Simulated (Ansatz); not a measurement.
`B/N=C\Cl` + `CBS` → `BSBC` + `N=CCl` at 600 K and 1 bar (ligand exchange at a B–N bond).

Calculated with Ansatz (gas phase, PBE0-D4/def2-TZVP geometries, no zero-point term in ΔE). CCSD(T)/CBS adds triple-zeta CCSD(T) − MP2 to the extrapolated MP2 energy (def2 sets, frozen cores). This one scheme is used for every species. One conformer a species, not always the lowest.

```
   species  CCSD(T)/CBS energy (Eh)  H − E (kJ/mol)  S (J/(mol·K))
`B/N=C\Cl`               -579.12291           154.8          356.0
     `CBS`               -463.66090           197.7          348.9
    `BSBC`               -489.06011           244.3          406.5
   `N=CCl`               -553.70684           112.3          300.7
```

H − E and S are ideal-gas, rigid-rotor, harmonic terms from PBE0-D4/def2-TZVP, for one conformer and one mirror image of each species. 1 Eh = 2625.50 kJ/mol, R = 8.31446 J/(mol·K).

Task: By hand: ΔE, ΔH, ΔS and ΔG.

Result: ΔE = (-489.06011) + (-553.70684) − (-579.12291) − (-463.66090) = 0.01686 Eh = 44.3 kJ/mol. Δ(H − E) = 244.3 + 112.3 − 154.8 − 197.7 = 4.1, so ΔH = 48.4 kJ/mol. ΔS = 406.5 + 300.7 − 356.0 − 348.9 = 2.3 J/(mol·K). ΔG = 48.4 − 600 × (2.3)/1000 = 47.0 kJ/mol.

Task: By hand: the equilibrium constant, and the temperature at which ΔG would vanish if ΔH and ΔS stayed fixed.

Result: log₁₀ K = −ΔG/(RT ln 10) = -4.1. ΔG = 0 at ΔH/ΔS = 21043 K, far beyond where these terms or the molecules hold.

The number of gas molecules stays the same, so ΔS is small and ΔH decides. A doubt of 5 kJ/mol in ΔE shifts log₁₀ K by 0.4 here. Other conformers and mirror images would add mixing entropy, several J/(mol·K) or more a flexible species. These are equilibria of isolated gas molecules and say nothing of rates. Largest T1 diagnostic: 0.014 (customary marks: 0.02 for closed shells, 0.045 for open ones).
